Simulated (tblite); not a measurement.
C4H3F3NO2 (doublet state).
Atom-mapped SMILES: `[O:1]=[CH:2][NH:3]/[C:4]=[CH:5]/[O:6][C:7]([F:8])([F:9])[F:10]` (hydrogens: H11 on C2; H12 on N3; H13 on C5)

The geometry is computed with GFN2-xTB (gas phase). This method treats the open shell by occupation alone, without spin polarisation.

Question: Give the optimised bond lengths and angles.

Answer: 
```tsv
bond	length (Å)	order
O1=C2	1.199	double
C2–N3	1.381	single
N3–C4	1.338	single
C4=C5	1.306	double
C5–O6	1.400	single
O6–C7	1.322	single
C7–F8	1.327	single
C7–F9, C7–F10	1.344	single
C2–H11	1.102	single
N3–H12	1.013	single
C5–H13	1.088	single
```

Bonds in one row agree within 0.01 Å and their mean is given. Orders are formal, as drawn. A selection of angles:
```tsv
angle	degrees
O1–C2–N3	124.5
O1–C2–H11	124.2
N3–C2–H11	111.3
C2–N3–C4	123.8
C2–N3–H12	118.8
C4–N3–H12	117.1
N3–C4–C5	136.5
C4–C5–O6	124.8
C4–C5–H13	126.9
O6–C5–H13	108.0
C5–O6–C7	117.1
O6–C7–F8	109.3
O6–C7–F9	114.2
F8–C7–F9	107.2
F9–C7–F10	105.3
```

Torsions: O1–C2–N3–C4 -8° (synperiplanar); C2–N3–C4–C5 38° (synclinal); N3–C4–C5–O6 -166° (antiperiplanar); C4–C5–O6–C7 10° (synperiplanar); C5–O6–C7–F8 176° (antiperiplanar). The mirror-image conformer, all signs reversed, is as good.

Of the pairs four or more bonds apart, C4···F10 is among the closest relative to their van der Waals radii: 2.81 Å, 89 % of the sum of Bondi's values. N3 (nitrogen bonded to 2 C and H) is planar (angles 123.8°, 118.8° and 117.1°, sum 359.7°, 0.04 Å off the plane of its three neighbours). The C–N distances run from 1.338 Å (N3–C4, drawn single) to 1.381 Å (C2–N3, drawn single), a spread of 0.043 Å. C5 (carbon bonded to C, O and H) is planar (angles 126.9°, 124.8° and 108.0°, sum 359.6°, 0.04 Å off the plane of its three neighbours). O6 (oxygen bonded to 2 C) is bent (angle 117.1°). The C–O distances run from 1.199 Å (O1=C2, drawn double) to 1.400 Å (C5–O6, drawn single), a spread of 0.201 Å. C2 (carbon bonded to N, O and H) is planar (angles 124.5°, 124.2° and 111.3°, sum 360.0°, 0.00 Å off the plane of its three neighbours).

Point group: C1 (no symmetry element, even within 0.4 Å). Its GFN2-xTB frequencies are all real (lowest 38 cm⁻¹).
